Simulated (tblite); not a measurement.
Record of a relaxation.

C2H8FGe2 (doublet state).
Bonds: F1–C2, C2–C3, C3–Ge4, C3–Ge5. Hydrogens: H6, H7 on C2; H8, H9, H10 on Ge4; H11, H12, H13 on Ge5.

Computed with GFN2-xTB (tblite), gas phase: L-BFGS steps from a force-field or distance-geometry start until the largest atomic force falls under 0.01 eV/Å. 8 of its 160 geometries are shown.

Step 0: E = -457.6118 eV, largest atomic force 2.713 eV/Å
```
atom  x, y, z in Å  |  force x, y, z in eV/Å
F1     -0.009    0.483   -1.759    0.203   0.691  -0.251
C2      0.081    1.334   -0.685   -0.837   0.244   2.569
C3      0.070    0.420    0.568   -0.154   0.057  -1.664
Ge4    -1.649   -0.461    0.416   -0.819  -0.280   0.448
Ge5     1.584   -0.739    0.439    1.354  -0.348   0.268
H6     -0.837    1.964   -0.528    0.536  -0.282  -1.036
H7      0.959    1.986   -0.697    0.071  -0.288  -0.528
H8     -1.865   -0.887   -1.055   -0.026  -0.034   0.700
H9     -2.716    0.620    0.700    0.223  -0.374  -0.052
H10    -1.828   -1.629    1.425    0.031   0.483  -0.516
H11     2.812    0.182    0.197   -0.387  -0.403   0.062
H12     1.879   -1.551    1.707   -0.164   0.218  -0.398
H13     1.516   -1.721   -0.746   -0.032   0.316   0.397
```

Step 23: E = -458.2185 eV, largest atomic force 0.182 eV/Å
```
atom  x, y, z in Å  |  force x, y, z in eV/Å
F1      0.133    0.962   -2.016    0.019   0.054   0.007
C2      0.101    1.414   -0.698    0.005  -0.065   0.060
C3      0.022    0.228    0.196   -0.090  -0.041  -0.066
Ge4    -1.743   -0.536    0.433    0.056   0.025   0.071
Ge5     1.659   -0.790    0.394   -0.174   0.049   0.019
H6     -0.769    2.081   -0.628    0.037  -0.080   0.018
H7      1.030    1.980   -0.548   -0.022   0.020  -0.047
H8     -2.264   -1.154   -0.829    0.026   0.002   0.004
H9     -2.714    0.536    0.824    0.014   0.080  -0.039
H10    -1.760   -1.570    1.508    0.075  -0.046  -0.017
H11     2.815    0.147    0.279    0.065   0.038  -0.018
H12     1.700   -1.455    1.733   -0.029  -0.040  -0.044
H13     1.785   -1.843   -0.666    0.016   0.005   0.054
```

Step 45: E = -458.2323 eV, largest atomic force 0.032 eV/Å
```
atom  x, y, z in Å  |  force x, y, z in eV/Å
F1      0.175    1.051   -2.063    0.005   0.007   0.022
C2      0.091    1.421   -0.722    0.007  -0.001  -0.021
C3      0.018    0.201    0.117    0.003   0.017   0.011
Ge4    -1.730   -0.538    0.447    0.004  -0.015  -0.014
Ge5     1.643   -0.800    0.385   -0.018  -0.024   0.000
H6     -0.803    2.051   -0.637   -0.015   0.000  -0.024
H7      0.993    2.015   -0.526    0.011  -0.004   0.008
H8     -2.294   -1.187   -0.782   -0.007   0.014   0.028
H9     -2.661    0.571    0.835   -0.013  -0.004  -0.006
H10    -1.671   -1.563    1.530    0.003  -0.004   0.006
H11     2.814    0.132    0.328    0.000  -0.014  -0.001
H12     1.594   -1.480    1.716    0.005   0.003  -0.011
H13     1.828   -1.873   -0.646    0.016   0.025   0.002
```

Step 68: E = -458.2989 eV, largest atomic force 0.442 eV/Å
```
atom  x, y, z in Å  |  force x, y, z in eV/Å
F1      0.904    1.023   -1.929   -0.161   0.102   0.287
C2      0.115    1.407   -0.831   -0.100   0.022  -0.249
C3     -0.043    0.251    0.074    0.032   0.015  -0.054
Ge4    -1.733   -0.480    0.617   -0.051  -0.040   0.090
Ge5     1.560   -0.812    0.281   -0.113  -0.051   0.023
H6     -0.831    1.817   -1.241    0.374  -0.186   0.145
H7      0.698    2.211   -0.350   -0.156  -0.028  -0.049
H8     -2.370   -1.253   -0.501   -0.025  -0.001  -0.003
H9     -2.740    0.537    1.063    0.052   0.080  -0.047
H10    -1.478   -1.425    1.747   -0.033   0.021  -0.041
H11     2.707    0.084    0.616    0.071   0.012  -0.043
H12     1.343   -1.784    1.401    0.039   0.041  -0.065
H13     1.865   -1.575   -0.966    0.071   0.012   0.006
```

Step 91: E = -458.4354 eV, largest atomic force 0.069 eV/Å
```
atom  x, y, z in Å  |  force x, y, z in eV/Å
F1      1.367    1.451   -1.324   -0.043   0.010  -0.007
C2      0.064    1.314   -0.874    0.019   0.020  -0.005
C3     -0.042    0.104   -0.040   -0.014   0.013   0.014
Ge4    -1.731   -0.393    0.724    0.001  -0.011   0.012
Ge5     1.600   -0.889    0.157    0.003  -0.014   0.010
H6     -0.573    1.283   -1.772    0.031  -0.017   0.051
H7     -0.173    2.237   -0.320    0.001  -0.061  -0.033
H8     -2.562   -1.197   -0.231   -0.018  -0.012  -0.033
H9     -2.548    0.812    1.078    0.021   0.023   0.007
H10    -1.515   -1.231    1.939   -0.002   0.009  -0.007
H11     2.674   -0.019    0.727    0.007  -0.009  -0.014
H12     1.357   -2.045    1.073   -0.014   0.003   0.025
H13     2.076   -1.425   -1.155    0.006   0.046  -0.021
```

Step 114: E = -458.4393 eV, largest atomic force 0.024 eV/Å
```
atom  x, y, z in Å  |  force x, y, z in eV/Å
F1      1.363    1.450   -1.313   -0.012  -0.003   0.011
C2      0.060    1.291   -0.871   -0.002  -0.011  -0.016
C3     -0.031    0.105   -0.001   -0.002  -0.006  -0.004
Ge4    -1.736   -0.385    0.731   -0.003   0.010  -0.006
Ge5     1.614   -0.888    0.168   -0.005   0.010  -0.005
H6     -0.563    1.204   -1.774   -0.002   0.006  -0.007
H7     -0.214    2.225   -0.359    0.002  -0.022   0.010
H8     -2.581   -1.140   -0.257    0.008   0.014   0.000
H9     -2.516    0.841    1.103    0.001   0.002   0.006
H10    -1.557   -1.251    1.929    0.006  -0.007   0.002
H11     2.689   -0.025    0.746    0.006  -0.004   0.015
H12     1.385   -2.071    1.052   -0.001   0.018   0.001
H13     2.083   -1.356   -1.172    0.004  -0.006  -0.008
```

Step 136: E = -458.4425 eV, largest atomic force 0.033 eV/Å
```
atom  x, y, z in Å  |  force x, y, z in eV/Å
F1      1.343    1.425   -1.355    0.001  -0.001   0.004
C2      0.038    1.244   -0.928    0.010   0.007  -0.001
C3     -0.041    0.068   -0.045    0.002  -0.001  -0.012
Ge4    -1.732   -0.374    0.747    0.010  -0.009  -0.003
Ge5     1.628   -0.870    0.188    0.005  -0.004  -0.005
H6     -0.573    1.144   -1.837   -0.004  -0.016   0.010
H7     -0.257    2.175   -0.423   -0.005   0.003   0.003
H8     -2.689   -0.952   -0.256    0.007   0.010   0.003
H9     -2.383    0.863    1.286   -0.028   0.013   0.013
H10    -1.552   -1.363    1.847    0.005  -0.002  -0.015
H11     2.632    0.006    0.870   -0.006  -0.010  -0.014
H12     1.386   -2.087    1.021    0.000   0.007   0.016
H13     2.195   -1.278   -1.133    0.002   0.003   0.002
```

Step 159: E = -458.4464 eV, largest atomic force 0.009 eV/Å
```
atom  x, y, z in Å  |  force x, y, z in eV/Å
F1      1.326    1.375   -1.420   -0.002   0.004   0.002
C2      0.029    1.215   -0.963    0.001  -0.002  -0.004
C3     -0.041    0.065   -0.046    0.006  -0.002   0.000
Ge4    -1.736   -0.384    0.732    0.005  -0.003  -0.007
Ge5     1.643   -0.831    0.241   -0.008   0.002   0.004
H6     -0.603    1.089   -1.855    0.000  -0.001   0.000
H7     -0.252    2.163   -0.481    0.002   0.002   0.000
H8     -2.760   -0.671   -0.328    0.004   0.002   0.002
H9     -2.283    0.760    1.536   -0.003   0.003   0.003
H10    -1.597   -1.576    1.612   -0.002  -0.003   0.005
H11     2.651    0.111    0.820   -0.005  -0.004  -0.003
H12     1.426   -1.970    1.185    0.003   0.004  -0.004
H13     2.192   -1.349   -1.049   -0.001  -0.001   0.002
```

Q: Summarise the path.

A: The energy falls by 19.25 kcal/mol from step 0 to step 159; nine tenths of that is first reached at step 78. It rises by more than 0.2 meV at step 77. The largest force goes from 2.713 to 0.009 eV/Å. Among the bonds C2–C3 changes most, from 1.552 to 1.473 Å; the atoms move by 0.946 Å rms after alignment.

The cost below is that of the whole relaxation. Hardware: one thread, Arm Neoverse V1 (aarch64) (shared host). Cost: 0.88 s.
